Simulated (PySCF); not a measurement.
A GIAO shielding run with PySCF 2.14 (density fitting, non-relativistic, gas phase) on `CCNc1ccccn1`, C7H10N2:

```
{"job": {"kind": "nmr", "xc": "KT2", "basis": "pcSseg-1", "pop": false}, "charge": 0, "multiplicity": 1}
C     -2.781557    -0.203882     0.653949
C     -2.129116     0.287781    -0.630196
N     -0.940966    -0.440861    -1.004419
C      0.269463    -0.236602    -0.406695
C      1.371863    -1.073160    -0.704621
C      2.583638    -0.804290    -0.096637
C      2.693090     0.275769     0.787136
C      1.549479     1.032078     1.011830
N      0.371093     0.789226     0.443263
H     -2.085549    -0.089543     1.497689
H     -3.066131    -1.265495     0.578548
H     -3.690282     0.376384     0.877450
H     -1.846524     1.344546    -0.516751
H     -2.837404     0.228190    -1.472227
H     -1.056066    -1.306172    -1.512009
H      1.261025    -1.906061    -1.403325
H      3.449950    -1.435845    -0.310309
H      3.633011     0.517713     1.285122
H      1.581535     1.886827     1.698412
```

Hardware: 1 thread of an x86-64 server CPU, shared host. The job also computes ring-centre shieldings.

Problem. How large is the calculation?

Solution. 66 electrons, 203 basis functions and 1037 auxiliary functions.

Problem. How long does it take?

Solution. 2.2 min of wall time, with 16 SCF cycles. Times on a shared host scatter by some tens of per cent.

Problem. And these other runs on the same molecule and hardware: GIAO shielding at PBE0/pcSseg-1?

Solution. PBE0/pcSseg-1: 203 functions, 99 s.
